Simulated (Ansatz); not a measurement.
Cost and result for the atomization energy of C$_{2}$H$_{10}$N$_{2}$Si (`C[Si](C)(N)N`) (15 atoms, 14 bonds).

Z-matrix (Å, degrees):
```
C
Si 1 1.872
H 1 1.093 2 111.1
H 1 1.093 2 110.7 3 119.9
H 1 1.094 2 111.6 3 -120.5
C 2 1.872 1 108.8 3 -176.0
N 2 1.720 1 105.3 3 58.9
N 2 1.720 1 116.2 3 -57.4
H 6 1.094 2 111.6 1 63.8
H 6 1.093 2 110.7 1 -55.8
H 6 1.093 2 111.1 1 -175.7
H 7 1.007 2 120.5 1 -178.1
H 7 1.006 2 120.8 1 33.9
H 8 1.007 2 120.6 1 61.6
H 8 1.006 2 120.9 1 -86.7
```

Charge 0, multiplicity 1. Geometry: relaxed with PBE0-D4/def2-TZVP. It is one conformer, not always the lowest. Program: Ansatz. All runs use 4 threads of an Intel Xeon 6975P-C on a shared host. Times are those of one run each, without the atoms' runs, and a repeat can differ threefold. Electronic energies, without spin–orbit coupling; frozen cores. CCSD(T)/CBS adds CCSD(T) − MP2 in def2-TZVPP to the MP2 limit, and its time is that of the two runs behind it. T1 = 0.009. B3LYP takes the VWN-RPA correlation (the form of Gaussian; ORCA's B3LYP/G).

CCSD(T)/CBS is a level of theory with its own doubt, some kJ/mol a heavy atom from the limit and from the frozen cores, so smaller differences don't rank the functionals.

```tsv
level	functions	wall time
LDA (SPW92)/def2-TZVPP	306	1 s
BLYP-D4/def2-TZVPP	306	1.4 s
PBE-D4/def2-TZVPP (with forces)	306	1.8 s
BHLYP-D4/def2-TZVPP	306	2.2 s
CAM-B3LYP-D4/def2-TZVPP	306	2.6 s
CCSD(T)/def2-SVP	124	3.1 s
B3LYP-D4/def2-TZVPP (with forces)	306	3.4 s
B2PLYP/def2-TZVPP	306	4 s
PBE-QIDH/def2-TZVPP	306	4.2 s
B97M-V/def2-TZVPP	306	4.4 s
MP2/def2-QZVPP	598	19 s
CCSD(T)/def2-TZVPP	306	3 min
CCSD(T)/CBS(def2)	–	3.3 min
```

**Question.** What atomization energy does each give, and how far from CCSD(T)/CBS? (An estimate is asked.)

**Answer.** Ansatz gave: 
```
                            level  atomization (kcal/mol)  difference from CCSD(T)/CBS  per bond
           LDA (SPW92)/def2-TZVPP                  1498.9                        169.3      12.1
               BLYP-D4/def2-TZVPP                  1326.9                         -2.7      -0.2
  PBE-D4/def2-TZVPP (with forces)                  1344.3                         14.7       1.1
              BHLYP-D4/def2-TZVPP                  1300.8                        -28.8      -2.1
          CAM-B3LYP-D4/def2-TZVPP                  1337.9                          8.3       0.6
                 CCSD(T)/def2-SVP                  1238.9                        -90.7      -6.5
B3LYP-D4/def2-TZVPP (with forces)                  1332.6                          3.0       0.2
                B2PLYP/def2-TZVPP                  1315.2                        -14.4      -1.0
              PBE-QIDH/def2-TZVPP                  1315.9                        -13.7      -1.0
                B97M-V/def2-TZVPP                  1329.6                          0.0       0.0
                   MP2/def2-QZVPP                  1324.3                         -5.3      -0.4
               CCSD(T)/def2-TZVPP                  1292.9                        -36.7      -2.6
                CCSD(T)/CBS(def2)                  1329.6                          0.0       0.0
```

At CCSD(T), def2-SVP lies −90.7 kcal/mol from the extrapolated value and def2-TZVPP −36.7 kcal/mol: correlation converges slowly with the basis, and small sets miss more of it in the bonded molecule than in its fragments. From BLYP to BHLYP (50 % exact exchange), in def2-TZVPP and without D4, the atomization energy moves by −18.8 kcal/mol: exact exchange takes away binding that semilocal exchange gives to molecules. In def2-TZVPP, CCSD(T) changes the Hartree–Fock value by +327.3 kcal/mol (the triples alone add +15.9 kcal/mol) and MP2 by +336.8 kcal/mol; breaking electron pairs costs correlation energy, which Hartree–Fock lacks.
